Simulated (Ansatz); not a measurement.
Born–Oppenheimer molecular dynamics of C2H9BOSi (14 atoms, charge 0, multiplicity 1). It goes on from the last frame of an earlier run, with new velocities.

Method: RKS PBE-D4/STO-3G in Ansatz.

```
ensemble        : NVT, Nosé–Hoover chain
time step       : 0.5 fs
steps asked     : 400
set temperature : 300 K
thermostat      : time constant 100 fs, chain length 3 (defaults)
seed            : 522850
```

First frame:

```xyz
14
Properties=species:S:1:pos:R:3
B -1.088 -1.094 1.839
Si -0.600 -0.836 -0.026
O 0.453 -0.680 1.473
C -0.443 0.880 -0.861
C 0.997 1.187 -1.410
H -1.680 -0.237 2.398
H -1.135 -2.181 2.256
H 0.091 -1.813 -0.871
H 0.952 -1.548 1.616
H -0.719 1.722 -0.215
H -1.123 0.848 -1.750
H 1.801 1.212 -0.622
H 1.282 0.486 -2.179
H 0.930 2.161 -1.867
```

**Question.** How far do the bonds stretch over the last three quarters of this one trajectory? (Pairs bonded in most of those frames.)

**Answer.** 
```csv
bond,mean (Å),spread (Å),shortest,longest
B1–Si2,1.941,0.032,1.89,2.01
B1–O3,1.615,0.027,1.56,1.67
B1–H6,1.178,0.017,1.15,1.21
B1–H7,1.179,0.013,1.15,1.21
Si2–O3,1.876,0.035,1.82,1.94
Si2–C4,1.895,0.028,1.84,1.95
Si2–H8,1.470,0.031,1.42,1.52
O3–H9,1.033,0.018,1.00,1.06
C4–C5,1.564,0.036,1.50,1.62
C4–H10,1.108,0.012,1.07,1.14
C4–H11,1.109,0.015,1.08,1.14
C5–H12,1.111,0.030,1.06,1.16
C5–H13,1.108,0.015,1.08,1.14
C5–H14,1.108,0.013,1.08,1.14
```

Mean temperature of the second half: 269 K. The conserved energy stayed within 0.13 meV per atom of its start (net change 0.074 meV per atom), so the integration is sound. The mean temperature of the second half is 10 % below the set value. A run of 0.2 ps of so small a system gives no equilibrium averages. Limits of this set-up: minimal basis.

The run took 7.4 min on 1 thread of Intel(R) Xeon(R) 6975P-C (Granite Rapids), with other jobs on the host, peak memory 0.11 GiB.
